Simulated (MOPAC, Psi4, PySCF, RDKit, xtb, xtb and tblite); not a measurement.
Two geometries of H7NOSi2, SMILES N[SiH2]O[SiH3], singlet, relaxed at GFN2-xTB with one dihedral held; other torsions can differ between them too.

Structure A

```
11

N      2.1274    -0.0409     0.1194
Si     0.7770     0.9295    -0.3253
O      0.2204     1.6294     1.0253
Si     0.2200     2.3392     2.4739
H      2.0535    -0.6270     0.9360
H      2.6406    -0.5196    -0.6017
H     -0.4030     0.2299    -0.8408
H      1.2910     1.9587    -1.2230
H     -0.1259     1.3014     3.4470
H      1.5432     2.8964     2.7503
H     -0.8043     3.3781     2.3889
```

Structure B

```
11

N      2.1317    -0.0346     0.0994
Si     0.7843     0.9469    -0.3375
O      0.5106     1.9896     0.8707
Si     0.7816     2.9442     2.1429
H      2.0654    -0.5957     0.9347
H      2.5779    -0.5722    -0.6258
H     -0.5040     0.2667    -0.4901
H      1.2041     1.6990    -1.5149
H      0.5862     2.1274     3.3422
H      2.1455     3.4669     2.0811
H     -0.2185     4.0043     2.0318
```

Which is lower in energy at the level DF-MP2 (frozen core)/cc-pVTZ // GFN2-xTB (Psi4), and by how much?

B is lower, by 2.47 kJ/mol (dihedral H5–N1–Si2–O3: 45° in A, 60° in B).

E(B) − E(A) in kJ/mol at the other levels, on the same two geometries: GFN2-xTB (xtb and tblite) 0.82; MMFF94 // GFN2-xTB (RDKit) -0.78; PBE/def2-TZVP // GFN2-xTB (Psi4) -2.76; PBE-D3(BJ)/def2-TZVP // GFN2-xTB (Psi4) -2.69; HF/cc-pVTZ // GFN2-xTB (Psi4) -1.78; UFF // GFN2-xTB (RDKit) -1.58; AM1, restricted, heats of formation // GFN2-xTB (MOPAC) -0.42; PM3, restricted, heats of formation // GFN2-xTB (MOPAC) -2.01; GFN1-xTB // GFN2-xTB (xtb) 1.70; restricted B3LYP/6-31G*, spherical d // GFN2-xTB (PySCF) -2.84.
